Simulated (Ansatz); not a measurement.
## A geometry optimisation of C2H8GeSi2 with B3LYP-D3(BJ)/def2-SVP

The starting geometry of this gas-phase singlet was optimised with GFN2-xTB; its bonds are those of `C#C[SiH2][GeH2][SiH3]`.

```xyz
13

C     3.1766    0.5475    3.1417
C     2.2618    0.6375    2.3663
Ge    1.3002    1.6154   -0.9257
Si    0.8267    0.7461    1.2053
Si   -0.4908    1.7172   -2.4297
H     3.9714    0.4722    3.8282
H    -0.1810    1.5819    1.8746
H     0.3000   -0.6205    1.0753
H     2.4633    0.8687   -1.5518
H     1.9465    2.9821   -0.7984
H    -1.5620    2.5369   -1.8569
H    -1.0326    0.3702   -2.6278
H    -0.1486    2.2668   -3.7403
```

Problem. Where would you expect an optimisation with B3LYP-D3(BJ)/def2-SVP to take it?

Solution. It keeps its bonds, and is `C#C[SiH2][GeH2][SiH3]`.

The energy falls by 0.18 eV over 7 steps:

| step | E − E(last) (eV) |
| --- | --- |
| 1 | 0.179 |
| 2 | 0.031 |
| 3 | 0.005 |
| 4 | 0.003 |
| 5 | 0.000 |
| 6 | 0.000 |
| 7 | 0.000 |

Final geometry (Å):

| atom | x (Å) | y (Å) | z (Å) |
| --- | --- | --- | --- |
| C | 3.1882 | 0.5948 | 3.0432 |
| C | 2.1951 | 0.6311 | 2.3394 |
| Ge | 1.3976 | 1.6256 | -0.8966 |
| Si | 0.7437 | 0.7157 | 1.2205 |
| Si | -0.4751 | 1.7090 | -2.3887 |
| H | 4.0613 | 0.5600 | 3.6693 |
| H | -0.3065 | 1.5769 | 1.8356 |
| H | 0.1859 | -0.6537 | 1.0290 |
| H | 2.5171 | 0.7507 | -1.5041 |
| H | 1.9704 | 3.0454 | -0.6875 |
| H | -1.5495 | 2.5586 | -1.7958 |
| H | -1.0129 | 0.3316 | -2.5913 |
| H | -0.0841 | 2.2762 | -3.7122 |

No frequencies were run, so the end isn't proven a minimum. Run with Ansatz 0.2.0, 97 s on 2 threads of Intel(R) Xeon(R) Processor @ 2.50GHz (Skylake/Cascade Lake) (shared host).
